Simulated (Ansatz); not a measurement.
`O[Si@H]1C[C@@H]1[SiH3]`. Total charge 0; spin multiplicity 1.

Z-matrix (Å, degrees):
```
Si
C 1 1.825
C 1 1.835 2 51.3
O 1 1.639 2 123.3 3 108.3
H 1 1.471 2 121.9 3 -106.0
H 2 1.087 1 121.5 3 106.3
H 2 1.087 1 120.0 3 -105.0
Si 3 1.848 1 121.9 2 -108.4
H 3 1.090 1 116.5 2 104.8
H 4 0.958 1 118.4 2 -29.0
H 8 1.490 3 109.0 1 27.0
H 8 1.488 3 111.0 1 -92.7
H 8 1.491 3 112.3 1 145.8
```

(1) Give the diagnostics of a CCSD(T)/def2-TZVPP run (frozen core, the Gaussian-basis code of Ansatz). (Best estimate.)

Results:

(1) Ansatz gave: T1 = 0.0113, largest single amplitude 0.013, largest double 0.014, (T) share of the correlation energy 3.8 %, 9 CCSD cycles. The RHF solution is stable towards an unrestricted one. T1 lies under the customary mark of 0.02 for closed shells.
